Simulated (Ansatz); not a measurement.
Cost and result for the atomization energy of C₄H₁₁AlO, SMILES `CC(C)(C)[O][AlH2]` (17 atoms, 16 bonds).

Cartesian coordinates in Å:
```
C 1.2433 1.3347 -0.0679
C 0.2518 0.1813 -0.1045
C -0.5838 0.2405 -1.3772
C 0.9850 -1.1514 -0.0149
O -0.5958 0.3245 1.0181
Al -1.9070 -0.4795 1.7056
H 1.9345 1.2867 -0.9127
H 1.8216 1.3035 0.8577
H 0.7120 2.2879 -0.1061
H -1.3008 -0.5849 -1.4038
H 0.0465 0.1697 -2.2667
H -1.1348 1.1829 -1.4215
H 0.2740 -1.9821 -0.0358
H 1.6775 -1.2779 -0.8504
H 1.5561 -1.2043 0.9150
H -2.4857 0.1622 3.0260
H -2.4942 -1.7940 1.0391
```

Charge 0, multiplicity 1. The structure was optimised at the PBE0-D4/def2-TZVP level. Program: Ansatz. All runs use 2 threads of an AMD EPYC 7R13 on a shared host and a share of an NVIDIA H100 80 GB. Times are those of one run each, without the atoms' runs, and a repeat can differ threefold. Electronic energies, without spin–orbit coupling; frozen cores. CCSD(T)/CBS adds CCSD(T) − MP2 in def2-TZVPP to the MP2 limit, and its time is that of the two runs behind it. T1 = 0.011. B3LYP takes the VWN-RPA correlation (the form of Gaussian; ORCA's B3LYP/G). HSE06 is the plane-wave form, built on full-range PBE exchange.

CCSD(T)/CBS is a level of theory with its own doubt, some kJ/mol a heavy atom from the limit and from the frozen cores, so smaller differences don't rank the functionals.

```
                             level  functions  wall time  atomization (kcal/mol)  difference from CCSD(T)/CBS  per bond
            LDA (SPW92)/def2-TZVPP        351      6.5 s                  1740.1                        198.8      12.4
                  CCSD(T)/def2-SVP        143      8.5 s                  1478.7                        -62.6      -3.9
              revPBE-D4/def2-TZVPP        351       10 s                  1526.4                        -14.9      -0.9
                PBE0-D4/def2-TZVPP        351       11 s                  1540.1                         -1.2      -0.1
           CAM-B3LYP-D4/def2-TZVPP        351       13 s                  1547.6                          6.3       0.4
                 B97M-V/def2-TZVPP        351       13 s                  1547.4                          6.1       0.4
 B3LYP-D4/def2-TZVPP (with forces)        351       14 s                  1538.8                         -2.5      -0.2
                ωB97X-V/def2-TZVPP        351       15 s                  1542.6                          1.3       0.1
r2SCAN-D4/def2-TZVPP (with forces)        351       15 s                  1542.7                          1.4       0.1
               HSE06-D4/def2-TZVPP        351       16 s                  1540.8                         -0.5       0.0
                    MP2/def2-QZVPP        685       20 s                  1543.4                          2.1       0.1
                CCSD(T)/def2-TZVPP        351       25 s                  1507.3                        -34.0      -2.1
                 CCSD(T)/CBS(def2)          –       45 s                  1541.3                          0.0       0.0
```

From PBE to PBE0 (25 % exact exchange), in def2-TZVPP and without D4, the atomization energy moves by −16.5 kcal/mol: exact exchange takes away binding that semilocal exchange gives to molecules. In def2-TZVPP, CCSD(T) changes the Hartree–Fock value by +350.4 kcal/mol (the triples alone add +18.2 kcal/mol) and MP2 by +366.3 kcal/mol; breaking electron pairs costs correlation energy, which Hartree–Fock lacks. The D4 term adds +14.0 kcal/mol with B3LYP and +7.5 kcal/mol with PBE0; it sums over pairs of atoms, weighted by their polarisabilities, and B3LYP, whose exchange is more repulsive, gets the larger term.
